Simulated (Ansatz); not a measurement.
Compare A (`OC(F)[SiH2]Br`) with its isomer B (`FCO[SiH2]Br`).

Gas-phase electronic energies from Ansatz, PBE0-D4/def2-TZVP geometries. CCSD(T)/CBS is the MP2 limit (def2-TZVPP, def2-QZVPP) plus CCSD(T) − MP2 in def2-TZVPP, frozen cores. Functionals use def2-TZVPP. B3LYP here is the variant with VWN-RPA as its local correlation; programs differ in this. For Br outer-core shells are correlated without core-valence functions, which leaves a few kJ/mol of doubt a bond. Scalar relativity is left out up to krypton. Each species was taken in one conformer, which may not be the lowest.

A:

```xyz
9

O     0.599   -1.468    0.400
C     0.743   -0.163    0.000
F     1.413   -0.102   -1.227
Si   -0.981    0.608   -0.277
Br   -1.958    0.858    1.697
H     1.442   -1.809    0.717
H     1.357    0.421    0.698
H    -0.816    1.945   -0.888
H    -1.800   -0.289   -1.120
```

B:

Z-matrix (Å, degrees):
```
C
O 1 1.376
F 1 1.374 2 110.3
H 1 1.095 2 111.3 3 118.9
H 1 1.092 2 108.2 3 -117.9
Si 2 1.643 1 126.7 3 -58.7
Br 6 2.220 2 109.9 1 -50.9
H 6 1.476 2 112.3 1 68.2
H 6 1.474 2 105.5 1 -168.3
```

Question: Which isomer does CCSD(T)/CBS put lower? Give the gap. (An estimate is asked.)

Answer: Ansatz gave: B, by 123.2 kJ/mol.

Question: Give E(B) − E(A) in kJ/mol with PBE0-D4, ωB97M-V, B3LYP-D4, MP2/def2-TZVPP, PBE-D4, r2SCAN-D4, HF/def2-TZVPP. (Estimate.)

Answer: Computed: PBE0-D4 -114.4, ωB97M-V -120.0, B3LYP-D4 -121.7, MP2/def2-TZVPP -128.4, PBE-D4 -107.0, r2SCAN-D4 -120.2, HF/def2-TZVPP -141.0. None reverses the order clearly.

Largest T1 diagnostic: 0.010.

In def2-TZVPP, CCSD(T) changes the Hartree–Fock value by +16.7 kJ/mol (the triples alone add +2.2 kJ/mol) and MP2 by +12.5 kJ/mol. From PBE to PBE0 (25 % exact exchange), in def2-TZVPP and without D4, E(B) − E(A) moves by −7.4 kJ/mol.
